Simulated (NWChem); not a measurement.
System: CrHS$_{2}$OCl; SMILES [OH][Cr](=[S])(=[S])[Cl]

Here is an NWChem input.

```
start job
memory heap 200 mb stack 900 mb global 1100 mb
geometry units angstroms noautoz
  Cr    -0.100712     0.129387    -0.270039
  S     -1.684989     0.847741     0.703871
  S      1.548886     1.060232     0.356331
  Cl     0.096276    -1.957898     0.140050
  O     -0.331989     0.387824    -1.969790
  H      0.508476     0.498310    -2.464316
end
basis spherical
  * library 6-31g*
end
dft
  xc m06
  iterations 150
  mulliken
end
task dft energy
```

Geometry: optimised at PBE-D3(BJ)/def2-SVP. Not confirmed as a minimum by frequencies.

Task: Give the results of this calculation. (M06/6-31G* (spherical d).) Quantities: energy (Ha); highest occupied level (eV); orbital gap (eV); dipole (D).

Result: 
* **energy (Ha)**: -2376.67
* **highest occupied level (eV)**: -7.67
* **orbital gap (eV)**: 3.28
* **dipole (D)**: 1.99
